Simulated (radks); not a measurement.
Spherical jellium clusters: N electrons in a uniform positive sphere of charge N and radius rs N^(1/3), rs = 3.33 bohr. Method: non-relativistic Kohn-Sham, PBEsol, spin-polarised, spherical densities; computed with a radial shooting solver with Libxc functionals. Levels are named by radial order and angular momentum (1s, 1p, 1d, 2s, ...), and open shells are averaged over m.

N = 31, configuration 1s2 1p6 1d10 2s2 1f(up 7, down 4). This is the lowest configuration that the search found. Occupied levels:

level,occupation,eigenvalue (eV),<r> (bohr)
1s up,1,-6.6981,6.026
1s down,1,-6.6258,5.828
1p up,3,-5.7308,7.373
1p down,3,-5.5931,7.251
1d up,5,-4.5859,8.244
1d down,5,-4.4099,8.181
2s up,1,-4.2229,6.766
2s down,1,-4.1212,6.864
1f up,7,-3.2703,8.946
1f down,4,-3.0744,8.925

Energy (eV): total -54.5672, kinetic 76.739, external -2956.4, Hartree 1458.7, exchange-correlation -133.44, background 1499.9.
